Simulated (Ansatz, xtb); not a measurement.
# Relative energy of two structures of B2GaH6O2+

Structure I: a singlet given by its coordinates. Structure II: a singlet given by its coordinates. Both are isolated ions in the gas phase, relaxed with B3LYP-D3(BJ)/def2-SVP.

I (Å):

```xyz
11

B    -0.9326    1.6338    1.2270
B     0.0706    0.0005   -0.6150
Ga    2.1971   -1.9678   -1.7732
O    -0.2916    0.7693    0.3793
O     1.3188   -0.7072   -0.4740
H    -0.6618    2.7983    1.1319
H    -1.6930    1.1590    2.0239
H    -0.5135   -0.1899   -1.6392
H     1.7691   -0.5279    0.3736
H     3.4843   -2.3713   -1.0321
H     1.2369   -2.0189   -2.9709
```

Close contacts (Å): B1–O4 1.37, B2–O4 1.31, B2–O5 1.44, Ga3–O5 2.01, B1–H6 1.20, B1–H7 1.20, B2–H8 1.19, Ga3–H10 1.54, Ga3–H11 1.54, O5–H9 0.98.

II (Å):

```yaml
atoms:
  - { symbol: B, position_ang: [-1.4812, -1.9132, -1.6173] }
  - { symbol: B, position_ang: [0.7695, -0.7932, -1.4037] }
  - { symbol: Ga, position_ang: [-0.9006, 1.1489, -0.4732] }
  - { symbol: O, position_ang: [-0.6171, -0.8557, -1.2890] }
  - { symbol: O, position_ang: [1.1466, 0.4437, -0.9558] }
  - { symbol: H, position_ang: [-0.9918, -2.9117, -2.0586] }
  - { symbol: H, position_ang: [-2.6443, -1.7129, -1.4216] }
  - { symbol: H, position_ang: [-0.9916, 0.8967, 1.0413] }
  - { symbol: H, position_ang: [-1.2683, 1.9791, -1.7147] }
  - { symbol: H, position_ang: [1.4798, -1.6557, -1.8140] }
  - { symbol: H, position_ang: [2.0789, 0.7135, -0.9435] }
```

Close contacts (Å): B1–O4 1.40, B2–O4 1.39, B2–O5 1.37, Ga3–O4 2.18, Ga3–O5 2.22, B1–H6 1.20, B1–H7 1.20, B2–H10 1.19, Ga3–H8 1.54, Ga3–H9 1.54, O5–H11 0.97.

Quicker runs give these differences E(II) − E(I): GFN2-xTB −10.3 kcal/mol; HF/STO-3G −22.1 kcal/mol (at GFN2-xTB geometries); r2SCAN-D4/def2-SVP −13.6 kcal/mol (at GFN2-xTB geometries).

Question: Estimate E(II) − E(I) at the level CCSD(T)/def2-SVP + ΔMP2/def2-TZVPP.

Answer: Calculated at CCSD(T)/def2-SVP + ΔMP2/def2-TZVPP: E(II) − E(I) = −9.4 kcal/mol, so structure II lies lower.

Level by level:

| level | geometry | E(II) − E(I) (kcal/mol) | departure from the last row (kcal/mol) | job, with rough time for the two |
| --- | --- | --- | --- | --- |
| GFN2-xTB | GFN2-xTB | −10.3 | −0.9 | optimisation, 0.25 s |
| HF/STO-3G | GFN2-xTB | −22.1 | −12.7 | single point, 0.52 s |
| r2SCAN-D4/def2-SVP | GFN2-xTB | −13.6 | −4.2 | single point, 5 s |
| B3LYP-D3(BJ)/def2-SVP | B3LYP-D3(BJ)/def2-SVP | −6.1 | +3.2 | optimisation, 75 s |
| HF/def2-SVP | B3LYP-D3(BJ)/def2-SVP | −7.8 | +1.6 | part of the CCSD(T) run |
| MP2/def2-SVP | B3LYP-D3(BJ)/def2-SVP | −8.6 | +0.8 | part of the CCSD(T) run |
| CCSD(T)/def2-SVP | B3LYP-D3(BJ)/def2-SVP | −8.6 | +0.7 | single point |
| CCSD(T)/def2-SVP + ΔMP2/def2-TZVPP | B3LYP-D3(BJ)/def2-SVP | −9.4 |  | single point, 51 s |

None of the levels shown reverses the order. The largest departure from CCSD(T)/def2-SVP + ΔMP2/def2-TZVPP is that of HF/STO-3G, 12.7 kcal/mol. The last row adds to CCSD(T) the change of the MP2 difference between the two basis sets, here −0.7 kcal/mol.

With harmonic frequencies from B3LYP-D3(BJ)/def2-SVP (ideal gas, rigid rotor, one conformer each, 298.15 K, 1 atm): the zero-point term adds +0.5 kcal/mol; ΔH is −9.3 and ΔG −7.7 kcal/mol.

The correlated steps freeze 13 core orbitals; the filled d shell of Ga is correlated, in a basis made for valence electrons. Codes used: Ansatz 0.2.0, xtb 6.7.1; the last row on 2 threads of Arm Neoverse V2 on a shared host.
